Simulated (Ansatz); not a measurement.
Calculated with Ansatz (gas phase, PBE0-D4/def2-TZVP geometries, no zero-point term in ΔE). CCSD(T)/CBS adds triple-zeta CCSD(T) − MP2 to the extrapolated MP2 energy (def2 sets, frozen cores). Functionals use def2-TZVPP. B3LYP here is the variant with VWN-RPA as its local correlation; programs differ in this. def2 core potentials past Kr. For Ge, Se, Sn outer-core shells are correlated without core-valence functions, which leaves a few kJ/mol of doubt a bond. Scalar relativity is left out up to krypton. Each species was taken in one conformer, which may not be the lowest.

Consider the redistribution: `C[O][Ge]([F])([Cl])[SeH]` + `C#[C][SnH]([Cl])[Cl]` → `C[O][GeH]([F])[SeH]` + `C#[C][Sn]([Cl])([Cl])[Cl]`.

`C[O][Ge]([F])([Cl])[SeH]`:

Z-matrix (Å, degrees):
```
C
O 1 1.421
H 1 1.093 2 111.6
H 1 1.091 2 107.0 3 119.1
H 1 1.094 2 111.4 3 -122.2
Ge 2 1.747 1 119.8 3 59.4
Cl 6 2.131 2 112.0 1 61.0
F 6 1.729 2 106.3 1 -52.6
Se 6 2.309 2 110.3 1 -175.1
H 9 1.471 6 89.8 2 41.8
```

`C#[C][SnH]([Cl])[Cl]`:

Cartesian coordinates in Å:
```
C 1.689 1.292 0.541
C 0.784 0.576 0.194
Sn -0.750 -0.650 -0.422
Cl -0.860 -2.438 1.034
Cl -2.728 0.519 -0.192
H 2.488 1.927 0.852
H -0.622 -1.226 -2.007
```

`C[O][GeH]([F])[SeH]`:

Z-matrix (Å, degrees):
```
C
O 1 1.414
H 1 1.094 2 111.3
H 1 1.091 2 107.5 3 119.0
H 1 1.096 2 111.8 3 -121.9
Ge 2 1.753 1 121.1 3 71.4
Se 6 2.343 2 112.9 1 50.3
F 6 1.738 2 107.4 1 -64.6
H 6 1.527 2 106.3 1 178.4
H 7 1.469 6 90.0 2 -104.8
```

`C#[C][Sn]([Cl])([Cl])[Cl]`:

```xyz
7

C    -1.537   -0.657    1.470
C    -0.705   -0.303    0.676
Sn    0.708    0.302   -0.677
Cl    0.657    2.580   -0.943
Cl    0.341   -0.663   -2.725
Cl    2.811   -0.287    0.024
H    -2.275   -0.972    2.175
```

```json
{"level": "PBE-D4", "ΔE (kJ/mol)": "-4.4"}
{"level": "ωB97M-V", "ΔE (kJ/mol)": "-2.5"}
{"level": "B2PLYP", "ΔE (kJ/mol)": "-3.9"}
{"level": "r2SCAN", "ΔE (kJ/mol)": "-3.1"}
{"level": "PBE0", "ΔE (kJ/mol)": "-3.0"}
{"level": "B3LYP", "ΔE (kJ/mol)": "-4.6"}
{"level": "CCSD(T)/def2-TZVPP", "ΔE (kJ/mol)": "-0.5"}
{"level": "MP2/def2-QZVPP", "ΔE (kJ/mol)": "-6.9"}
```

What does CCSD(T)/CBS give? (Best estimate.)

The calculation gave: -7.9 kJ/mol. The listed levels differ from it by 3.5, 5.4, 4.0, 4.8, 4.9, 3.3, 7.4, 1.0 kJ/mol.

Largest T1 diagnostic among the species: 0.012.
